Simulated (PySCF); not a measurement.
Excitations are Tamm–Dancoff values on a coarser integration grid. The basis has no diffuse functions, so Rydberg states are missing or too high.

Cartesian coordinates (Å):
```xyz
4

I     -2.0977    -1.0372    -0.0868
Al    -0.0036     0.2349     0.1197
I      2.1240    -0.9915     0.2456
H     -0.0251     1.8033     0.1742
```
Charge 0, multiplicity 1.

Task: What LUMO, T1 excitation (TDA), HOMO–LUMO gap, S1 excitation (TDA), total energy, HOMO, dipole moment and brightest of the four lowest singlets (TDA) does PBE0-D3(BJ)/def2-TZVP (PySCF 2.14.0) give?

Result: 
LUMO: -1.91 eV
T1 excitation (TDA): 4.53 eV
HOMO–LUMO gap: 5.88 eV
S1 excitation (TDA): 4.64 eV
total energy: -838.4863 Ha
HOMO: -7.80 eV
dipole moment: 0.55 D
brightest of the four lowest singlets (TDA): 5.54 eV
